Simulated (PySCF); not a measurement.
Isomers of C8H12, mass 108.094 u with the commonest isotopes. Computed with PBE0/pcSseg-1 in PySCF (dipole) on a GFN2-xTB geometry, gas phase. One conformer each, none proved a minimum here; rigid rotors.

Question: Order these by radius of gyration √(Σ m r²/M), smallest first.
A. `C=C1CC(C)(C)C1=C`
B. `[CH:1]#[C:2][CH:3]1[CH2:4][CH2:5][CH2:6][CH2:7][CH2:8]1` with C2–C3–C4–C5 179°, C3–C4–C5–C6 -58°, C4–C5–C6–C7 58°, C5–C6–C7–C8 -58°
C. `[CH2:1]=[C:2]=[C:3]=[C:4]([CH3:5])[CH2:6][CH2:7][CH3:8]` with C3–C4–C6–C7 8°, C4–C6–C7–C8 72°

Answer: A (1.922 Å), B (2.059 Å), C (2.220 Å).

Question: Order these by rotational constant A, largest first.
A. `C=C1CC(C)(C)C1=C`
B. `[CH:1]#[C:2][CH:3]1[CH2:4][CH2:5][CH2:6][CH2:7][CH2:8]1` with C2–C3–C4–C5 179°, C3–C4–C5–C6 -58°, C4–C5–C6–C7 58°, C5–C6–C7–C8 -58°
C. `[CH2:1]=[C:2]=[C:3]=[C:4]([CH3:5])[CH2:6][CH2:7][CH3:8]` with C3–C4–C6–C7 8°, C4–C6–C7–C8 72°

Answer: B (4292 MHz), A (3001 MHz), C (2202 MHz).

Question: Order these by rotational constant B, smallest first.
A. `[CH2:1]=[C:2]=[C:3]=[C:4]([CH3:5])[CH2:6][CH2:7][CH3:8]` with C3–C4–C6–C7 8°, C4–C6–C7–C8 72°
B. `[CH:1]#[C:2][CH:3]1[CH2:4][CH2:5][CH2:6][CH2:7][CH2:8]1` with C2–C3–C4–C5 179°, C3–C4–C5–C6 -58°, C4–C5–C6–C7 58°, C5–C6–C7–C8 -58°
C. `C=C1CC(C)(C)C1=C`

Answer: B (1414 MHz), A (1542 MHz), C (1766 MHz).

```
          SMILES  point group  Ia (u·Å²)  Ib (u·Å²)  Ic (u·Å²)      κ  μa (D)  μb (D)  μc (D)
C=C1CC(C)(C)C1=C           Cs     168.38     286.17     344.07  -0.61    0.43    0.25    0.00
   C=C=C=C(C)CCC           C1     229.56     327.69     508.58  -0.09    0.98    0.43    0.04
     C#CC1CCCCC1           Cs     117.75     357.35     441.09  -0.83    0.94    0.01    0.05
```
